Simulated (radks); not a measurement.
La1.5+, 55.5 electrons, occupied as [Ne] 3s2 3p5.5 3d10 4s2 4p6 4d10 5s2 5p6 5d2 (fractional occupations, a model configuration). All-electron calculation, scalar-relativistic Kohn-Sham, BLYP, spin-unpolarised, spherical densities, finite nucleus; Fermi nuclear charge, rms radius 4.855 fm. Program: a radial shooting solver on a logarithmic mesh with Libxc functionals.

Normalised radial functions P(r) = r R(r), r in bohr:

r,3d,4d,5d
0.0008821,0.0000,0.0000,0.0000
0.00137,0.0000,0.0000,0.0000
0.002127,0.0001,0.0000,0.0000
0.003302,0.0003,0.0001,0.0000
0.005127,0.0010,0.0005,0.0001
0.007961,0.0033,0.0015,0.0004
0.01226,0.0107,0.0050,0.0014
0.01904,0.0341,0.0160,0.0045
0.02957,0.1028,0.0480,0.0135
0.04591,0.2828,0.1312,0.0370
0.07128,0.6766,0.3088,0.0868
0.1107,1.3198,0.5756,0.1607
0.1718,1.9249,0.7233,0.1973
0.2668,1.8678,0.3243,0.0734
0.4143,1.0240,-0.6577,-0.2025
0.6433,0.2519,-1.2789,-0.2872
0.9909,0.0209,-0.8939,0.0724
1.539,0.0003,-0.2645,0.5492
2.389,0.0000,-0.0277,0.6556
3.709,0.0000,-0.0007,0.4047
5.759,0.0000,0.0000,0.1225
8.943,0.0000,0.0000,0.0128

3d: eigenvalue -850.68 eV, 0 radial nodes, <r> = 0.259 bohr, 90 % of the charge inside 0.405 bohr. 4d: eigenvalue -118.84 eV, 1 radial node at r = 0.314 bohr, <r> = 0.755 bohr, 90 % of the charge inside 1.13 bohr. 5d: eigenvalue -11.428 eV, 2 radial nodes at r = 0.303, 0.930 bohr, <r> = 2.63 bohr, 90 % of the charge inside 4.04 bohr.
